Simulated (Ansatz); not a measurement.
Isolated molecules relaxed with PBE0-D4/def2-TZVP in Ansatz; ΔE leaves out vibrations. CCSD(T)/CBS is the MP2 limit (def2-TZVPP, def2-QZVPP) plus CCSD(T) − MP2 in def2-TZVPP, frozen cores. This one scheme is used for every species. DFT in def2-TZVPP. B3LYP here is the variant with VWN-RPA as its local correlation; programs differ in this. For Ge outer-core shells are correlated without core-valence functions, which leaves a few kJ/mol of doubt a bond. Scalar relativity is left out up to krypton. One conformer a species, not always the lowest.

Reaction (formal exchange of groups at a Ge–O bond): `C[O][Ge]([CH3])([OH])[OH]` + GeH₄ → `[CH3][Ge]([OH])([OH])[GeH3]` + CH₃OH

`C[O][Ge]([CH3])([OH])[OH]`:

Z-matrix (Å, degrees):
```
C
O 1 1.409
H 1 1.092 2 108.1
H 1 1.096 2 112.0 3 119.3
H 1 1.098 2 111.9 3 -118.7
Ge 2 1.775 1 120.2 3 -173.6
O 6 1.766 2 101.9 1 172.6
C 6 1.924 2 114.7 1 -64.3
O 6 1.770 2 109.9 1 56.2
H 7 0.961 6 110.4 2 -2.6
H 8 1.090 6 109.2 2 -170.3
H 8 1.090 6 109.9 2 70.3
H 8 1.090 6 110.0 2 -50.4
H 9 0.960 6 112.3 2 72.3
```

GeH₄:

Cartesian coordinates in Å:
```
Ge 0.000 0.000 0.000
H 1.002 1.057 0.482
H -0.578 0.424 -1.356
H -1.137 -0.130 1.022
H 0.713 -1.351 -0.148
```

`[CH3][Ge]([OH])([OH])[GeH3]`:

Z-matrix (Å, degrees):
```
C
Ge 1 1.930
H 1 1.091 2 108.3
H 1 1.090 2 110.3 3 119.4
H 1 1.090 2 110.3 3 -119.4
O 2 1.786 1 105.0 3 -58.5
O 2 1.786 1 105.0 3 57.3
Ge 2 2.438 1 118.6 3 179.4
H 6 0.959 2 113.8 1 -174.4
H 7 0.959 2 113.8 1 174.7
H 8 1.537 2 111.0 1 60.4
H 8 1.541 2 109.2 1 179.7
H 8 1.537 2 111.1 1 -61.0
```

CH₃OH:

```xyz
6

C    -0.009   -0.061    0.351
O    -0.526    0.204   -0.933
H    -0.857   -0.113    1.033
H     0.663    0.732    0.703
H     0.525   -1.018    0.397
H     0.205    0.256   -1.551
```

**Question.** Is it downhill or uphill in electronic energy at CCSD(T)/CBS, and by how much? (An estimate is asked.)

**Answer.** Computed: Uphill: ΔE = +7.1 kcal/mol.

**Question.** What do these levels give: PBE-D4, B3LYP-D4, ωB97X-V, ωB97M-V, B2PLYP, PBE, r2SCAN, PBE0, B3LYP, HF/def2-TZVPP, MP2/def2-QZVPP, MP2/CBS(def2)? (Estimate.)

**Answer.** Ansatz gave: PBE-D4 3.5, B3LYP-D4 6.5, ωB97X-V 8.5, ωB97M-V 7.6, B2PLYP 7.7, PBE 3.3, r2SCAN 6.8, PBE0 4.7, B3LYP 6.3, HF/def2-TZVPP 12.2, MP2/def2-QZVPP 7.8, MP2/CBS(def2) 7.1 kcal/mol.

Largest T1 diagnostic among the species: 0.012.

From PBE to PBE0 (25 % exact exchange), in def2-TZVPP and without D4, ΔE moves by +1.4 kcal/mol. In def2-TZVPP, CCSD(T) changes the Hartree–Fock value by −3.7 kcal/mol (the triples alone add −0.2 kcal/mol) and MP2 by −3.7 kcal/mol.
